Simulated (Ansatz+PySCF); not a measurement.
The numbers below are computed, except where a source is named.
## PySCF 2.14.0 run

```python
from pyscf import gto, dft

mol = gto.M(atom="""
Cr 0.000000 0.000000 0.000000
Cr 0.000000 0.000000 1.680000
""", basis='cc-pvdz', charge=0, spin=0)
mf = dft.RKS(mol, xc='pbe0')
mf.init_guess = 'minao'
mf.kernel()
while True:  # follow internal instabilities
    mo, _, stable, _ = mf.stability(return_status=True)
    if stable: break
    mf.kernel(mf.make_rdm1(mo, mf.mo_occ))
print(mf.converged, mf.e_tot, mf.spin_square()[0])
```

The script is written out from the run's settings.

The run gave:

```json
{
 "Converged": "yes",
 "Total energy": "-2088.34620 hartree",
 "Spin squared of the determinant": "0.000"
}
```

Caution: another spin multiplicity may lie lower; an unrestricted determinant lies well below; the determinant breaks the point group.
